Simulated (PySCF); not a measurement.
## Stationary points of WSF₄

Method: PBE0/[W def2-SVP with ECP60, S def2-SVP, F def2-SVP], scalar-relativistic core potentials, density fitting, no spin–orbit coupling, PySCF.

Relaxations began from a few typed shapes. The search is not exhaustive: other isomers or separated fragments can lie lower, and high-lying points may rest on an excited occupation.

Question: Which is the lowest minimum found?
A. singlet C4v: W–F 1.854 Å (×4), W–S 2.095 Å; F–W–F 86.0° (×4), F–W–F 149.4° (×2), F–W–S 105.3° (×4)
B. singlet C4v: W–F 1.854 Å (×4), W–S 2.095 Å; F–W–F 86.0° (×4), F–W–F 149.4° (×2), F–W–S 105.3° (×4)
C. singlet C3v: W–F 1.836 Å (×3), W–F 1.917 Å, W–S 2.136 Å; F–W–F 84.6° (×3), F–W–F 119.1° (×3), F–W–S 95.4° (×3), F–W–S 180.0°

Answer: B. The others lie at 0.2 (singlet C4v), 100.6 (singlet C3v) kJ/mol above it.

Formally W is in oxidation state +6, d0. The polar-tensor charge on W, 2.85, is far below the formal one.

For the lowest minimum: stability towards spin polarisation was not tested. No spin–orbit coupling is included, which matters more the heavier the element.
